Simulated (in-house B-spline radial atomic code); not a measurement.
The numbers below are computed, except where a source is named.
## Building a PAW p channel for K, r_c = 1.28 bohr

K, [Ar] 4s1, non-relativistic PBE, spherical and spin-unpolarised, from a B-spline radial code for spherical atoms (atomic units; all potentials screened as in the neutral atom).

Two all-electron partial waves φ1, φ2 are integrated outwards at E1 = ε(3p) = -0.692624 and E2 = E1 + 0.5 hartree; φ1 is the bound orbital and φ2 has unit norm inside r_c = 1.2827 bohr. Smooth partners are polynomials, r^2(a0 + a1 r² + a2 r⁴ + a3 r⁶), matched to φ and three derivatives at r_c, with no condition on the norm. The local potential is -12.4817 + (16.1234) r² + (-9.32082) r⁴ + (2.05643) r⁶ inside 1.0502 bohr and the all-electron one outside.

```json
{"wave": "1", "φ(r_c)": "0.8752632", "φ'(r_c)": "-0.2262487", "a0": "1.853804", "a1": "-1.376526", "a2": "0.4374889", "a3": "-0.05417976"}
{"wave": "2", "φ(r_c)": "1.139694", "φ'(r_c)": "-1.061809", "a0": "3.079321", "a1": "-2.501579", "a2": "0.8047586", "a3": "-0.1008643"}
```

Inside r_c the overlaps are <φi φj> = [[0.45263, 0.67151], [0.67151, 1.00000]] and, for the smooth waves, [[0.46475, 0.69147], [0.69147, 1.03277]]. With χj = (Ej − T − V_local) applied to smooth wave j, the program's quadrature gives the matrix B_ij = <smooth i, χj> as [[0.50086, 0.80589], [0.79591, 1.28255]].

Q: Check the match of the first wave, and find the augmentation charges q_ij.

A: At r_c the four terms are 3.05010, -3.72636, 1.94858, -0.39704, which sum to 0.8753, φ1(r_c) to rounding. q_ij is the all-electron overlap less the smooth one: [[-0.01212, -0.01996], [-0.01996, -0.03277]]. The smooth first wave has a norm of 0.4647 inside r_c against 0.4526, so q11 is negative and must stay small enough for the overlap operator to be positive.

Q: B isn't symmetric. Show that D_ij = B_ij + Ej q_ij is.

A: Integrating by parts gives B12 − B21 = (E1 − E2) q12: 0.80589 − (0.79591) = 0.00998, and −0.5 × (-0.01996) = 0.00998. So D12 = 0.80589 + (-0.192624)(-0.01996) = 0.80974 and D21 = 0.79591 + (-0.692624)(-0.01996) = 0.80974; D11 = 0.50925, D22 = 1.28886. The projectors, p = (B⁻¹)ᵀ χ, are dual to the smooth waves; det B = 0.00096, small beside B11 B22, as the two smooth waves look alike inside r_c.

Solving (T + V_local + Σ p D p) ψ = E (1 + Σ p q p) ψ in a sphere of 9 bohr gives these levels:

```csv
all-electron,one projector,two projectors
-0.692624,-0.692624,-0.692624
0.002025,0.001875,0.002025
0.268141,0.267515,0.268140
0.683753,0.681771,0.683745
1.250540,1.245310,1.250490
```

Q: What does the second projector gain?

A: With one projector the errors are 0.00, -0.15, -0.63, -1.98, -5.23 millihartree. With two the errors are 0.00, 0.00, 0.00, -0.01, -0.05 millihartree. The scattering is exact at E1 and at E2 = -0.193, and over all levels compared the largest error is 0.05 millihartree. The lowest eigenvalue of the overlap operator is 0.9269 with one and 0.8789 with two projectors. The smooth orbital alone needs a cutoff of 11.9 hartree for 1 millihartree of kinetic energy, against 22.3 for a norm-conserving Troullier-Martins orbital of the same radius; part of the gain comes from giving up the norm, part from the simpler form.
